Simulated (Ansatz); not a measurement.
Program: Ansatz. Geometries: PBE0-D4/def2-TZVP. ΔE: electronic, gas phase. CCSD(T)/CBS adds triple-zeta CCSD(T) − MP2 to the extrapolated MP2 energy (def2 sets, frozen cores). This one scheme is used for every species. Functionals use def2-TZVPP. For Br outer-core shells are correlated without core-valence functions, which leaves a few kJ/mol of doubt a bond. Scalar relativity is left out up to krypton. One conformer a species, not always the lowest.

Consider the ligand exchange at the Si–S bond: `CS[Si](Cl)(Cl)Cl` + HBr → `Cl[Si](Cl)(Cl)Br` + CH₃SH.

```tsv
level	ΔE (eV)
LDA (SPW92)	-0.13
PBE0-D4	-0.17
B2PLYP	-0.22
r2SCAN0	-0.21
CCSD/def2-SVP	-0.17
SCS-MP2/def2-TZVPP	-0.21
CCSD/def2-TZVPP	-0.21
HF/def2-QZVPP	-0.33
```

Question: What does CCSD(T)/CBS give? (Estimate.)

Answer: The calculation gave: -0.20 eV. The listed levels differ from it by 0.07, 0.03, -0.02, -0.01, 0.03, -0.01, -0.01, -0.13 eV.

Largest T1 diagnostic among the species: 0.010.

Leaving LDA and LC-ωPBE aside and taking each functional with its dispersion term where it has one, the values, not all of them listed here, spread over 0.11 eV, from B2PLYP to revPBE-D4. LDA lies +0.07 eV from PBE without D4. The D4 term adds +0.08 eV with B3LYP and +0.05 eV with PBE0; it sums over pairs of atoms, weighted by their polarisabilities, and B3LYP, whose exchange is more repulsive, gets the larger term.

B3LYP here is the variant with VWN-RPA as its local correlation; programs differ in this.

CCSD(T)/CBS has its own doubt, a few kJ/mol and more with outer-core shells, so smaller differences from it don't rank the levels.
